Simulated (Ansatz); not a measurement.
Input for Ansatz (an electronic-structure program): R-CAM-B3LYP/def2-TZVPP on O2Si (SMILES O=[Si]=O).

Ansatz 0.2 input:
```yaml
crystal:
  periodic: [false, false, false]
  atoms:
    - {symbol: Si, position_ang: [0.00000233, 0.00000142, -0.00006175]}
    - {symbol: O, position_ang: [1.51016225, -0.00362466, 0.00799300]}
    - {symbol: O, position_ang: [-1.51016458, 0.00362324, -0.00803125]}
basis:
  gaussian:
    orbitals: def2-TZVPP
hamiltonian:
  xc: {name: CAM-B3LYP}
scf: {lower_state_search: off}
```

Program output:

```
WARN ansatz: RAYON_NUM_THREADS=4 ignored (pool sized by the plan → 4); use --threads N
Functional definition: CAM-B3LYP
these checks for a lower state are left out or cut short: stability, starts, cluster_reference, orbital_swaps, neighbouring_geometries, increment
integrals: 0.03 GiB planned
593 factors; their error is unknown
integrals: 0.06 GiB planned
123 factors; integrals over basis functions are off by at most 4.9e-5 eV
mean field: 0.31 GiB planned
mean field evaluation 1: about -11961.4902 eV, gradient 8.1e1 eV
mean field evaluation 2: about -11935.1215 eV, gradient 1.4e2 eV
mean field evaluation 4: about -11972.5853 eV, gradient 1.3e0 eV
mean field evaluation 8: about -11972.6033 eV, gradient 1.3e-2 eV
mean field evaluation 16: about -11972.6033 eV, gradient 7.1e-6 eV
mean field -11972.60332042 eV, -439.9850567035 hartree, gradient 7.1e-6 eV, S^2 0.000000; 0 other end points of the search recorded, 0 dependent functions left out
reference -11972.60341003 eV, -439.9850599965 hartree; 15, 15 occupied and 89, 89 virtual orbitals, 593 factors
Total energy: -11972.60341003 eV, -439.9850599965 hartree
Checks for a lower state left out: stability, starts, cluster_reference, orbital_swaps, neighbouring_geometries, increment
```

The calculation finished and met its thresholds.

Cost: roughly 1.0 core-seconds.
